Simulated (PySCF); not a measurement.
## Finite-field polarisability of Si (silicon, neutral)

[Ne] 3s2 3p2, high-spin 3P determinant. All numbers are calculated (PySCF 2.14, the spin-free X2C one-electron Hamiltonian (Gaussian nucleus), in aug-cc-pCVTZ-DK (8s7p5d3f, 75 functions)). Frozen: [Ne]. Energy changes in a uniform field (μhartree):

```csv
axis,F (au),HF,MP2,CCSD,CCSD(T)
x,0.0025,-101.653,-100.508,-99.203,-99.348
x,0.005,-406.739,-402.177,-396.955,-397.536
y,0.0022,-100.588,-98.918,-97.686,-97.814
y,0.0044,-402.853,-396.168,-391.239,-391.753
```

By symmetry the remaining axis equals y.

(1) Derive α along x at CCSD(T) from the two fields.

(2) And the mean polarisability at each level?

Results:

(1) With ΔE = −αF²/2 − γF⁴/24, α = −(16 ΔE(F) − ΔE(2F))/(6F²) = 31.79 bohr³.

(2) The components xx, yy, zz at CCSD(T) are 31.79, 40.40, 40.40, the third axis being equal by symmetry to one of the two computed. Means: HF 38.54, MP2 37.96, CCSD 37.48, CCSD(T) 37.53 bohr³. Reference: 37.3 ± 0.7 bohr³ (recommended; Schwerdtfeger and Nagle, table of static dipole polarizabilities (2023 update)).
